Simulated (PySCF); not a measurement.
**How methods differ on the ionisation energy of Kr¹³⁺**

Kr¹³⁺ [Ar] 3d5 [3d3/2^4 3d5/2^1, M_J = 5/2] → Kr¹⁴⁺ [Ar] 3d4 [3d3/2^4, M_J = 0], as a difference of total energies. All numbers are calculated (PySCF 2.14, the two-component X2C-1e Hamiltonian, in an uncontracted even-tempered set (17 s from 1 bohr⁻², ratio 2.8; 12 p from 1.3 bohr⁻², ratio 2.8; 8 d from 1.3 bohr⁻², ratio 2.8; 4 f from 5.5 bohr⁻², ratio 3)). Correlated levels: [Ne] frozen; the 76 highest virtual spinors dropped. "Screened" scales the spin-orbit matrix elements by Boettger's factors to mimic the two-electron term; Breit and QED terms are absent.

| method | ionisation energy (eV) |
| --- | --- |
| GHF (spin-free) | 447.98 |
| GMP2 (spin-free) | 448.46 |
| GHF (screened spin-orbit) | 447.18 |
| GMP2 (screened spin-orbit) | 447.64 |

How much does correlation contribute at GMP2 (screened spin-orbit)?

447.64 − (447.18) = 0.46 eV, measured against GHF (screened spin-orbit).

Breit and QED terms and the two-electron picture change are absent.

The spin-free rows relax to the high-spin LS determinant and lack the spin-orbit shift.

The labels give the starting determinants; with spin-orbit coupling the two ends relaxed to ⟨J²⟩ = 8.75, ⟨L²⟩ = 0.03, ⟨S²⟩ = 8.68 and ⟨J²⟩ = 3.42, ⟨L²⟩ = 5.88, ⟨S²⟩ = 5.87.

The determinant of Kr¹⁴⁺ mixes levels of different J (the jj label is only the starting occupation), so the difference between spin-free and spin-orbit rows is not the physical spin-orbit shift.

For comparison: 446 ± 3 eV (theoretical estimate listed by NIST; NIST Atomic Spectra Database, ionization energies).
